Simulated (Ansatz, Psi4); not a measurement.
Input for Psi4:
```
memory 2 GB

molecule mol {
1 1
Sb   -0.209122    0.737031    0.261695
O    -0.551862   -1.135489    0.304901
C    -1.598000   -1.820024    0.975159
C    -2.542198   -0.920732    1.741652
H    -2.135283   -2.386386    0.206379
H    -1.112976   -2.539260    1.644330
H    -3.024994   -0.212935    1.062670
H    -3.312659   -1.516051    2.224994
H    -1.996704   -0.367879    2.510956
O     1.280426    0.507835   -0.842181
C     1.836769   -0.689854   -1.387277
C     2.904202   -0.296771   -2.389438
H     2.265658   -1.283221   -0.571248
H     1.046081   -1.285148   -1.857997
H     3.675859    0.297536   -1.908882
H     3.355771   -1.194533   -2.801860
H     2.471324    0.284819   -3.198099
}

set {
  basis sto-3g
  reference rks
  scf_type pk
  puream true
  d_convergence 1e-8
  dft_radial_points 99
  dft_spherical_points 590
}

energy('cam-b3lyp')
print_variables()
```

Convert this to an input for Ansatz (an electronic-structure program).

Several could match; the one computed here: 
Ansatz 0.2 input:
```yaml
crystal:
  periodic: [false, false, false]
  atoms:
    - {symbol: Sb, position_ang: [-0.20912211, 0.73703085, 0.26169453]}
    - {symbol: O, position_ang: [-0.55186228, -1.13548900, 0.30490070]}
    - {symbol: C, position_ang: [-1.59799964, -1.82002368, 0.97515898]}
    - {symbol: C, position_ang: [-2.54219831, -0.92073203, 1.74165235]}
    - {symbol: H, position_ang: [-2.13528267, -2.38638621, 0.20637872]}
    - {symbol: H, position_ang: [-1.11297565, -2.53926026, 1.64432980]}
    - {symbol: H, position_ang: [-3.02499400, -0.21293550, 1.06267013]}
    - {symbol: H, position_ang: [-3.31265886, -1.51605063, 2.22499360]}
    - {symbol: H, position_ang: [-1.99670382, -0.36787948, 2.51095594]}
    - {symbol: O, position_ang: [1.28042581, 0.50783529, -0.84218053]}
    - {symbol: C, position_ang: [1.83676916, -0.68985362, -1.38727725]}
    - {symbol: C, position_ang: [2.90420216, -0.29677141, -2.38943824]}
    - {symbol: H, position_ang: [2.26565826, -1.28322146, -0.57124818]}
    - {symbol: H, position_ang: [1.04608139, -1.28514828, -1.85799653]}
    - {symbol: H, position_ang: [3.67585932, 0.29753588, -1.90888203]}
    - {symbol: H, position_ang: [3.35577078, -1.19453299, -2.80186001]}
    - {symbol: H, position_ang: [2.47132434, 0.28481946, -3.19809898]}
basis:
  gaussian:
    orbitals: STO-3G
hamiltonian:
  xc: cam_b3lyp
total_charge: 1
accuracy: high
```

Both were run: Psi4 gave -6558.211904 Eh and Ansatz -6558.211937 Eh, 0.033 mEh apart.
